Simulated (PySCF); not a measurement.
Computed structure and properties of Pm2O3

System: Pm2O3 (singlet in the valence; each metal's 4f electrons, 4 of them, lie in its core potential, out of spins and levels); start: template (D3h). Method: PySCF 2.14.0, RKS B3LYP, Pm lcecp-1-SVP with ECP50, O def2-SVP; non-relativistic Hamiltonian with scalar-relativistic core potentials where named; density fitting; no spin-orbit coupling.

Input of the relaxation:

```python
mol = gto.M(atom='''
Pm     0.00000     0.00000     1.46780
Pm    -0.00000    -0.00000    -1.46780
O      1.58274    -0.00001    -0.00000
O     -0.79136     1.37070    -0.00000
O     -0.79138    -1.37069     0.00000''',
    basis={'Pm': 'lcecp-1-SVP', 'O': 'def2-SVP'},
    ecp={'Pm': 'lcecp-1-SVP'},
    charge=0, spin=0)
mf = dft.RKS(mol, xc='B3LYP')
mf.grids.atom_grid = (50, 194)  # f atoms: unpruned, at least (60, 302)
mf = mf.density_fit()  # fitting sets: Pm AutoAux, O def2-universal-JKFIT
mf.conv_tol = 1e-08; mf.max_cycle = 55
mf.kernel(dm0)  # dm0: converged density of the start geometry
# quasi-Newton relaxation in Cartesian coordinates to a largest gradient under 0.00045 Eh/bohr, steps kept in the point group
```

Run from Python with OMP_NUM_THREADS=2; the lines above give its settings. Where DIIS fails, smearing, a level shift and second-order steps follow.
It took 27 s on 2 threads of Arm Neoverse V1 (shared host), from the converged density of the start.

Course of the relaxation:

| step | energy above end (eV) | largest force component within the symmetry (eV/Å) |
| --- | --- | --- |
| 0 | 0.0141 | 0.668 |
| 1 | 0.0032 | 0.334 |
| 2 | 0.0000 | 0.011 |
| 3 | 0.0000 | 0.005 |

Relaxed geometry (D3h):

```xyz
5

Pm    0.0000    0.0000    1.4573
Pm    0.0000    0.0000   -1.4573
O     1.5700    0.0000    0.0000
O    -0.7850    1.3596    0.0000
O    -0.7850   -1.3596    0.0000
```

```
   contact      Å
Pm1–O3 (O)  2.142
Pm1–O4 (O)  2.142
Pm1–O5 (O)  2.142
```

On the finer grid (75, 302):

| Quantity | Value |
| --- | --- |
| HOMO | -5.01 eV |
| LUMO | -1.46 eV |
| Dipole about the centre of mass | 0.00 D |
| Set of Mulliken populations of Pm1 outside the core potential | s 2.28, p 6.15, d 1.54, f 0.09 |
| D3(BJ) dispersion energy (not in the energies) | -0.260 eV |

```tsv
atom	Mulliken (e)	Löwdin (e)	spin (e)
Pm1	0.93	0.61	0.00
Pm2	0.93	0.61	0.00
O3	-0.62	-0.41	0.00
O4	-0.62	-0.41	0.00
O5	-0.62	-0.41	0.00
```

The 4f levels lie in the core potential and are missing. Their spin isn't counted.

A rough frequency check found all modes real, so this is a minimum.

Rigid scan of O along the line from its metal:

(distance to O3 (Å), energy (eV)): (1.84, 0.910), (1.94, 0.350), (2.04, 0.077), (2.14, 0.000), (2.24, 0.059), (2.34, 0.211), (2.54, 0.690), (2.84, 1.641), (3.24, 3.108), (3.74, 4.943)

One start shape was tried, so this needn't be the lowest isomer.

An lcecp potential fixes the number of 4f electrons, so in runs with it no electron can move into or out of that shell.
